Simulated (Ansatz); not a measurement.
The same path of BCl2F + H2 (6 atoms, charge 0, multiplicity 1) was run 3 times with different band settings. Lost on the way: B1–Cl2, H5–H6. Made: B1–H5, Cl2–H6.

Computed with RKS B3LYP-D4/def2-SVP (Ansatz 0.2.0).

Relaxed end points:

```xyz
6
Properties=species:S:1:pos:R:3
B -0.035 0.503 0.129
Cl 0.007 1.034 1.797
F 1.086 0.146 -0.456
Cl -1.527 0.449 -0.784
H -0.242 -2.475 0.520
H -0.118 -2.306 1.250
```

```xyz
6
Properties=species:S:1:pos:R:3
B -0.098 -0.378 -0.616
Cl -0.047 -0.095 2.543
F 1.079 0.195 -0.740
Cl -1.542 0.561 -0.953
H -0.174 -1.546 -0.349
H -0.046 -1.385 2.572
```

Common settings: optimiser quadratic models (default); start path through a guess of the saddle point; force threshold 0.05 eV/Å; iteration limit 60; end points relaxed.

| run | movable images | climbing image | spring |
| --- | --- | --- | --- |
| 1 | 5 | yes | 5.0 eV/Å² |
| 2 | 5 | yes | 0.1 eV/Å² |
| 3 | 2 | no | 5.0 eV/Å² |

(1) What does each run give, and how far can it be trusted?

Answers

(1) Run 1: converged after 45 iterations, highest image 1.629 eV above the first end. A vibrational analysis at the climbing image gives one clearly imaginary mode, 947i cm⁻¹: a first-order saddle point.
Run 2: converged after 24 iterations, highest image 1.629 eV above the first end. Another band between the same ends (5 images) ends at a top of the same energy, where a vibrational analysis finds 1 clearly imaginary mode.
Run 3: converged after 12 iterations, highest image 0.844 eV above the first end. No image climbed, so the highest image needn't sit at the top of the path. A band with more images between the same ends climbed to 1.63 eV, so this one has probably stepped over the top. So few images can step over the top or miss a turn of the path.
The orbitals stay closed-shell, which can raise the energy where a bond breaks towards radicals; this wasn't checked here.
